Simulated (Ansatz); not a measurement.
Isolated molecules relaxed with PBE0-D4/def2-TZVP in Ansatz; ΔE leaves out vibrations. CBS: MP2 limit from def2 TZ/QZ plus the TZ coupled-cluster correction, frozen cores. Functionals use def2-TZVPP. B3LYP here is the variant with VWN-RPA as its local correlation; programs differ in this. For Se outer-core shells are correlated without core-valence functions, which leaves a few kJ/mol of doubt a bond. Scalar relativity is left out up to krypton. One conformer a species, not always the lowest.

Consider the ligand exchange at the Se–C bond: `CC(=S)[SeH]` + `OPO` → `OP(O)[SeH]` + `CC=S`.

```csv
level,ΔE (kcal/mol),difference from CCSD(T)/CBS
PBE-D4,-10.1,-0.1
r2SCAN-D4,-10.6,-0.6
PBE0-D4,-10.5,-0.5
B3LYP-D4,-10.3,-0.3
ωB97X-V,-9.9,0.1
PBE,-10.3,-0.3
r2SCAN,-10.7,-0.7
PBE0,-10.7,-0.7
B3LYP,-10.8,-0.8
HF/def2-TZVPP,-11.6,-1.6
SCS-MP2/def2-TZVPP,-7.6,2.4
HF/def2-QZVPP,-11.7,-1.7
MP2/def2-QZVPP,-8.1,1.9
SCS-MP2/def2-QZVPP,-8.3,1.7
MP2/CBS(def2),-8.6,1.4
CCSD/CBS(def2),-10.4,-0.4
CCSD(T)/CBS,-10.0,0
```

Largest T1 diagnostic among the species: 0.016.

In def2-TZVPP, CCSD(T) changes the Hartree–Fock value by +2.9 kcal/mol (the triples alone add +0.4 kcal/mol) and MP2 by +4.4 kcal/mol.
